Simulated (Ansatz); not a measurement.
`FC(Cl)O[SiH3]` and `CC(F)Cl` differ in one atom or group.

Ansatz, PBE0-D4/def2-TZVP geometries, multiplicity 1. Each molecule was computed in one conformer, which needn't be the lowest.

| property | `FC(Cl)O[SiH3]` |
| --- | --- |
| LUMO energy (PBE0/def2-TZVPP) / eV | 0.05 |
| HOMO–LUMO gap (PBE0/def2-TZVPP) / eV | 9.00 |
| HOMO energy (PBE0/def2-TZVPP) / eV | -8.95 |
| ideal-gas entropy at 298 K and 1 bar (rigid rotor, harmonic PBE0-D4/def2-TZVP) / J/(mol·K) | 347 |
| HOMO energy (B3LYP/def2-TZVPP) / eV | -8.69 |
| LUMO energy (PBE/def2-TZVPP) / eV | -0.85 |

(1) Give the same properties after the change, and the shifts. (Estimate.)

Answers

(1) The calculation gave: 
| property | `CC(F)Cl` | shift |
| --- | --- | --- |
| LUMO energy (PBE0/def2-TZVPP) / eV | 0.76 | 0.71 |
| HOMO–LUMO gap (PBE0/def2-TZVPP) / eV | 9.47 | 0.47 |
| HOMO energy (PBE0/def2-TZVPP) / eV | -8.71 | 0.24 |
| ideal-gas entropy at 298 K and 1 bar (rigid rotor, harmonic PBE0-D4/def2-TZVP) / J/(mol·K) | 292 | -55 |
| HOMO energy (B3LYP/def2-TZVPP) / eV | -8.46 | 0.23 |
| LUMO energy (PBE/def2-TZVPP) / eV | -0.36 | 0.49 |

With PBE0 the HOMO rises by 0.24 eV and the LUMO rises by 0.71 eV, so the gap widens by about 0.47 eV. PBE moves the HOMO by 0.21 eV and ωB97M-V by 0.21 eV. The zero-point energy changes by 20.8 kJ/mol with -3 modes. Modes under 60 cm⁻¹, often nearly free rotors, make the harmonic entropy too high.

Positive LUMOs are unbound, so they and the gaps depend on the basis.

B3LYP here is the variant with VWN-RPA as its local correlation; programs differ in this.
